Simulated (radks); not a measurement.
All-electron atom: the neodymium ion Nd28+ in [Ar] 3d10 4s2 4p2. All-electron calculation, non-relativistic Kohn-Sham, PBE, spin-polarised, spherical densities, point nucleus; open shells are filled with parallel spins first (spin-orbit coupling, left out, can overturn this in heavy ions); relativity is left out, which matters for an element this heavy. Program: a radial shooting solver on a logarithmic mesh with Libxc functionals.

Unscreened Slater integrals over Kohn-Sham orbitals (hartree). They are taken over the spin-up orbitals.

| integral | value |
|---|---|
| F0(4p,4p) | 1.5820 |
| F2(4p,4p) | 0.83089 |
| F0(4p,4s) | 1.5830 |
| G1(4p,4s) | 1.0741 |
| F0(4p,3d) | 2.0112 |
| F2(4p,3d) | 0.56424 |
| G1(4p,3d) | 0.18487 |
| G3(4p,3d) | 0.18525 |
| F0(4p,3p) | 1.9719 |
| F2(4p,3p) | 0.61054 |
| G0(4p,3p) | 0.16239 |
| G2(4p,3p) | 0.19769 |
| F0(4s,4s) | 1.5848 |
| F0(4s,3d) | 2.0040 |
| G2(4s,3d) | 0.17911 |
| F0(4s,3p) | 1.9662 |
| G1(4s,3p) | 0.19563 |
| F0(3d,3d) | 3.8212 |
| F2(3d,3d) | 1.9462 |
| F4(3d,3d) | 1.2517 |
| F0(3d,3p) | 3.5401 |
| F2(3d,3p) | 1.7032 |
| G1(3d,3p) | 1.8541 |
| G3(3d,3p) | 1.2244 |
| F0(3p,3p) | 3.3700 |
| F2(3p,3p) | 1.7039 |

Derived for the open shells (J is the average intra-shell exchange parameter used in DFT+U). 4p: J = F2/5 = 0.1662 hartree.
